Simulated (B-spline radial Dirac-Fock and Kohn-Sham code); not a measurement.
## Dipole and non-dipole photoemission parameters of Xe²⁺ 5s

System: the Xe²⁺ ion, 1s2 2s2 2p6 3s2 3p6 3d10 4s2 4p6 4d10 5s2 5p4; threshold 43.77 eV (orbital energy of the model). Calculated with an atomic code on a B-spline grid, using Dirac-Hartree-Slater photoionisation with a Latter tail; cross sections with all multipoles, angular parameters from the dipole term and its interference with E2.

The run's input, task.json:

```json
{"items": [{
  "Z": 54,
  "q": 2,
  "cfg": [[1, 0, 2], [2, 0, 2], [2, 1, 6], [3, 0, 2], [3, 1, 6], [3, 2, 10], [4, 0, 2], [4, 1, 6], [4, 2, 10], [5, 0, 2], [5, 1, 4]],
  "A": 132,
  "rrms": 4.7859,
  "do": "xps",
  "hv": [50.6, 54.7, 60, 111.0, 139.0, 149.0, 187.0, 204.0, 250.0, 295.0, 298.0, 300, 404.0, 478.0, 600, 1180.0, 1310.0, 1760.0, 1980.0, 2000, 2984.4, 4000, 4210.0, 4430.0, 4450.0, 6310.0, 6420.0, 8047.8, 15000]
}]}
```

Command: `python xray2_run.py task.json out`

For linearly polarised light dσ/dΩ = σ/(4π) [1 + β P₂(cos θ) + (δ + γ cos²θ) sin θ cos φ], with θ from the polarisation vector and φ the angle between the beam and the projection of the electron momentum on the plane normal to the polarisation.

| hν (eV) | σ (kb) | β | γ |
| --- | --- | --- | --- |
| 54.7 | 146 | 1.818 | -0.098 |
| 60 | 154 | 1.855 | -0.064 |
| 111 | 108 | 1.941 | 0.167 |
| 139 | 84.5 | 1.952 | 0.218 |
| 149 | 77.6 | 1.955 | 0.231 |
| 187 | ? | ? | ? |
| 204 | 50.9 | 1.963 | 0.273 |
| 250 | 38.5 | 1.967 | 0.290 |
| 295 | 30.9 | 1.970 | 0.302 |
| 298 | 30.4 | 1.970 | 0.303 |
| 300 | 30.2 | 1.971 | 0.303 |
| 404 | 19.8 | 1.975 | 0.310 |
| 478 | 15.4 | 1.977 | 0.303 |
| 600 | 10.8 | 1.980 | 0.282 |
| 1180 | 3.55 | 1.984 | 0.141 |
| 1310 | 2.97 | 1.985 | 0.111 |
| 1760 | 1.76 | 1.986 | 0.026 |
| 1980 | 1.42 | 1.987 | -0.007 |
| 2000 | 1.40 | 1.987 | -0.010 |
| 2984.4 | 0.668 | 1.988 | -0.093 |
| 4000 | 0.383 | 1.989 | -0.107 |
| 4210 | 0.348 | 1.989 | -0.103 |
| 4430 | 0.315 | 1.989 | -0.097 |
| 4450 | 0.312 | 1.989 | -0.096 |
| 6310 | 0.156 | 1.989 | 0.013 |
| 6420 | 0.151 | 1.989 | 0.022 |
| 8047.8 | 0.0952 | 1.989 | 0.166 |
| 15000 | 0.0250 | 1.988 | 0.881 |

Question: Give the values at 187 eV.

Answer: σ = 57.5 kb, β = 1.961, γ = 0.263. For an s subshell δ is negligible.
